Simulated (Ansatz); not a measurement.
Computed with Ansatz (a quantum-chemistry and plane-wave program) with PBE0-D3(BJ)/def2-TZVP. No frequencies were computed at this level.

Ansatz 0.2 input:
```yaml
crystal:
  periodic: [false, false, false]
  atoms:
    - { symbol: B, position_ang: [-0.000513, 0.336596, -0.000001] }
    - { symbol: H, position_ang: [-1.043239, -0.16986, 0.000004] }
    - { symbol: H, position_ang: [1.043751, -0.166736, -0.000003] }
basis:
  gaussian: { orbitals: def2-tzvp }
hamiltonian:
  xc: pbe0
  dispersion: d3bj
relax:
  max_steps: 150
magnetization:
  spin_polarized: true
  initial_magnetization: 1
```

Output:

```
Functional definition: PBE0
257 factors; their error is unknown
mean field evaluation 1: about -704.1419 eV, gradient 7.9e0 eV
mean field evaluation 2: about -704.5289 eV, gradient 3.2e0 eV
mean field evaluation 4: about -704.6006 eV, gradient 1.0e-1 eV
mean field evaluation 8: about -704.5969 eV, gradient 1.1e-2 eV
mean field evaluation 16: about -703.9488 eV, gradient 3.5e0 eV
mean field -704.59693153 eV, -25.8934596408 hartree, gradient 4.3e-5 eV, S^2 0.751867; 1 other end points of the search recorded, 0 dependent functions left out
reference -704.59695831 eV, -25.8934606248 hartree; 4, 3 occupied and 39, 40 virtual orbitals, 257 factors
relax step   1: F+E_penalty+E_count = -704.60963326 eV  Δ(F+E_penalty+E_count) = +0.000e0 eV  max|allowed force component| = 7.938e-1 eV/Å  Δτ_max = 0.0000 Å  (32 SCF iters, accepted)
these checks for a lower state are left out or cut short: starts, cluster_reference, orbital_swaps, neighbouring_geometries, increment
257 factors; their error is unknown
mean field -704.62197787 eV, -25.8943800768 hartree, gradient 1.1e-5 eV, S^2 0.751919; 0 other end points of the search recorded, 0 dependent functions left out
reference -704.62200462 eV, -25.8943810598 hartree; 4, 3 occupied and 39, 40 virtual orbitals, 257 factors
relax step   2: F+E_penalty+E_count = -704.63468656 eV  Δ(F+E_penalty+E_count) = -2.505e-2 eV  max|allowed force component| = 2.075e-1 eV/Å  Δτ_max = 0.0263 Å  (29 SCF iters, accepted)
these checks for a lower state are left out or cut short: starts, cluster_reference, orbital_swaps, neighbouring_geometries, increment
257 factors; their error is unknown
mean field evaluation 32: about -704.6241 eV, gradient 1.1e-5 eV
mean field -704.62407347 eV, -25.8944570888 hartree, gradient 1.1e-5 eV, S^2 0.751921; 0 other end points of the search recorded, 0 dependent functions left out
reference -704.62410020 eV, -25.8944580708 hartree; 4, 3 occupied and 39, 40 virtual orbitals, 257 factors
relax step   3: F+E_penalty+E_count = -704.63678783 eV  Δ(F+E_penalty+E_count) = -2.101e-3 eV  max|allowed force component| = 2.832e-2 eV/Å  Δτ_max = 0.0080 Å  (31 SCF iters, accepted)
these checks for a lower state are left out or cut short: starts, cluster_reference, orbital_swaps, neighbouring_geometries, increment
257 factors; their error is unknown
mean field -704.62410838 eV, -25.8944583715 hartree, gradient 7.3e-6 eV, S^2 0.751914; 0 other end points of the search recorded, 0 dependent functions left out
reference -704.62413509 eV, -25.8944593530 hartree; 4, 3 occupied and 39, 40 virtual orbitals, 257 factors
relax step   4: F+E_penalty+E_count = -704.63682380 eV  Δ(F+E_penalty+E_count) = -3.597e-5 eV  max|allowed force component| = 4.765e-3 eV/Å  Δτ_max = 0.0016 Å  (24 SCF iters, accepted)
257 factors; their error is unknown
mean field -704.62410838 eV, -25.8944583715 hartree, gradient 1.0e-5 eV, S^2 0.751914; 2 other end points of the search recorded, 0 dependent functions left out
reference -704.62413509 eV, -25.8944593530 hartree; 4, 3 occupied and 39, 40 virtual orbitals, 257 factors
Total energy: -704.63685051 eV, -25.8949266363 hartree
Atom 0 at    -0.000508     0.338900    -0.000001 Å, force    -0.000009     0.004765    -0.000000 eV/Å
Atom 1 at    -1.077070    -0.171064     0.000004 Å, force     0.001003    -0.002381     0.000000 eV/Å
Atom 2 at     1.077577    -0.167835    -0.000003 Å, force    -0.000995    -0.002384     0.000000 eV/Å
Dipole moment:     0.000157    -0.104467     0.000000 e Å
```

Cost: very roughly 2.9 core-seconds.
